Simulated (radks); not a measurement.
Task: Radial electron density D(r) = 4 pi r^2 rho(r) of an atom or ion with 42 electrons. Calculated with a radial shooting solver on a logarithmic mesh with Libxc functionals: scalar-relativistic Kohn-Sham, r2SCAN, spin-polarised, spherical densities, finite nucleus; meta-GGA in the generalised Kohn-Sham scheme; Fermi nuclear charge, rms radius of each element as measured or else 0.836 A^(1/3) + 0.57 fm.

```
   r/bohr * D(r) (the largest magnitude, 122, reaches the edge; | marks zero)
0.0008291 | *
 0.001063 |  *
 0.001351 |   *
 0.001731 |     *
   0.0022 |       *
  0.00282 |          *
 0.003613 |               *
 0.004593 |                    *
 0.005886 |                          *
 0.007483 |                                *
 0.009589 |                                     *
  0.01219 |                                        *
  0.01562 |                                        *
  0.01986 |                                      *
  0.02545 |                                    *
  0.03235 |                                     *
  0.04146 |                                            *
   0.0527 |                                                    *
  0.06753 |                                                      *
  0.08654 |                                               *
     0.11 |                                         *
    0.141 |                                            *
   0.1792 |                                                *
   0.2297 |                                     *
    0.292 |                     *
   0.3741 |                 *
   0.4756 |                  *
   0.6095 |          *
   0.7748 |  *
   0.9929 *
    1.262 *
    1.617 *
```

What is the nuclear charge?

Result: Z = 68. The innermost maximum, from 1s, lies near gamma/Z bohr with gamma = sqrt(1 - (Z/c)^2) = 0.868, here 0.0128 bohr (found: 0.0140), and its height grows with Z. The density is that of the erbium ion Er26+ in [Kr] 4d6; the configuration itself is not fixed sharply by these data, and Z only to a few units. D(r) has 4 maxima, at r = 0.0140, 0.0623, 0.174, 0.443 bohr, and minima at 0.0267, 0.115, 0.351 bohr, inside which lie 1.92, 11.13, 29.09 electrons.
